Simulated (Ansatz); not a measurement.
`[F][Ga-]([F])([F])[SeH2+]`. Charge 0, multiplicity 1. The structure was optimised at the PBE0-D4/def2-TZVP level. It is one conformer, not always the lowest.

```xyz
7

F     1.959   -0.798    0.860
Ga    0.317   -0.965    0.280
F    -0.963   -0.818    1.467
F     0.017   -2.019   -1.084
Se    0.071    1.330   -0.910
H    -0.009    2.056    0.366
H    -1.393    1.212   -0.979
```

(1) What is the dipole moment at ωB97M-V/def2-TZVPP? (Estimate.)

(2) And with PBE, r2SCAN, B3LYP? (An estimate is asked.)

(3) Give the Mulliken charges with ωB97M-V, PBE, B3LYP in def2-TZVPP. (Best estimate.)

Answers

(1) Computed: 5.30 D, with components (-1.20, 4.83, -1.80) D in this frame, pointing from negative to positive charge.

(2) Computed: PBE 5.24 D, r2SCAN 5.33 D, B3LYP 5.35 D.

(3) Ansatz gave: 
| atom | ωB97M-V | PBE | B3LYP |
| --- | --- | --- | --- |
| F1 | -0.39 | -0.34 | -0.39 |
| Ga2 | 0.90 | 0.76 | 0.90 |
| F3 | -0.39 | -0.35 | -0.39 |
| F4 | -0.39 | -0.34 | -0.39 |
| Se5 | -0.01 | 0.05 | 0.05 |
| H6 | 0.14 | 0.11 | 0.11 |
| H7 | 0.14 | 0.11 | 0.11 |

B3LYP here is the variant with VWN-RPA as its local correlation; programs differ in this.
